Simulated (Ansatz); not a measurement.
`[Cl][In]([Cl])[GeH3]` and `Cl[B](Cl)[GeH3]` differ in one element.

Ansatz, PBE0-D4/def2-TZVP geometries, multiplicity 1. 

Elements past krypton have def2 core potentials. Scalar relativity is left out up to krypton.

```
                               property  `[Cl][In]([Cl])[GeH3]`
    LUMO energy (B3LYP/def2-TZVPP) / eV                   -2.30
     LUMO energy (PBE0/def2-TZVPP) / eV                   -2.07
HOMO–LUMO gap (ωB97M-V/def2-TZVPP) / eV                    9.81
   HOMO–LUMO gap (PBE0/def2-TZVPP) / eV                    6.19
     HOMO energy (PBE0/def2-TZVPP) / eV                   -8.26
  HOMO energy (ωB97M-V/def2-TZVPP) / eV                  -10.26
```

Problem. Give the same properties after the change, and the shifts. (Estimate.)

Solution. Computed: 
```
                               property  `Cl[B](Cl)[GeH3]`  shift
    LUMO energy (B3LYP/def2-TZVPP) / eV              -2.27   0.03
     LUMO energy (PBE0/def2-TZVPP) / eV              -2.11  -0.04
HOMO–LUMO gap (ωB97M-V/def2-TZVPP) / eV              10.34   0.53
   HOMO–LUMO gap (PBE0/def2-TZVPP) / eV               6.17  -0.02
     HOMO energy (PBE0/def2-TZVPP) / eV              -8.28  -0.02
  HOMO energy (ωB97M-V/def2-TZVPP) / eV             -10.39  -0.13
```

B3LYP here is the variant with VWN-RPA as its local correlation; programs differ in this.
